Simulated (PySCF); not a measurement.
## UHF on Mg+ (magnesium, charge +1)

Configuration: [Ne] 3s1, 2S determinant. Calculation: PySCF 2.14, in aug-cc-pVTZ with one added diffuse shell each of s, p, d, f type (7s6p4d3f, 66 functions); no relativity, point nucleus.

```
Total energy                                     : -199.370546 hartree
One-electron energy                              : -275.6865 hartree
Hartree (Coulomb) energy                         : 92.1778 hartree
Exchange energy                                  : -15.8618 hartree
Kinetic energy                                   : 199.35393 hartree
⟨S²⟩                                             : 0.7501
⟨L²⟩                                             : 0.000
Sum of ⟨r⟩                                       : 8.588 bohr
Sum of ⟨r²⟩                                      : 14.02 bohr²
Density at the nucleus (Gaussians lack the cusp) : 1070 bohr⁻³
Spin density at the nucleus                      : 1.73 bohr⁻³
Langevin diamagnetic susceptibility              : -11.1 ×10⁻⁶ cm³/mol
```

```json
{"shell": "1s α", "electrons": "1", "mean orbital energy (hartree)": "-49.36201", "rms radius, mean of both spins (bohr)": "0.152"}
{"shell": "1s β", "electrons": "1", "mean orbital energy (hartree)": "-49.35511", "rms radius, mean of both spins (bohr)": "0.152"}
{"shell": "2s α", "electrons": "1", "mean orbital energy (hartree)": "-4.09516", "rms radius, mean of both spins (bohr)": "0.756"}
{"shell": "2s β", "electrons": "1", "mean orbital energy (hartree)": "-4.07815", "rms radius, mean of both spins (bohr)": "0.756"}
{"shell": "2p α", "electrons": "3", "mean orbital energy (hartree)": "-2.60664", "rms radius, mean of both spins (bohr)": "0.771"}
{"shell": "2p β", "electrons": "3", "mean orbital energy (hartree)": "-2.60088", "rms radius, mean of both spins (bohr)": "0.771"}
{"shell": "3s α", "electrons": "1", "mean orbital energy (hartree)": "-0.54155", "rms radius, mean of both spins (bohr)": "3.04"}
```
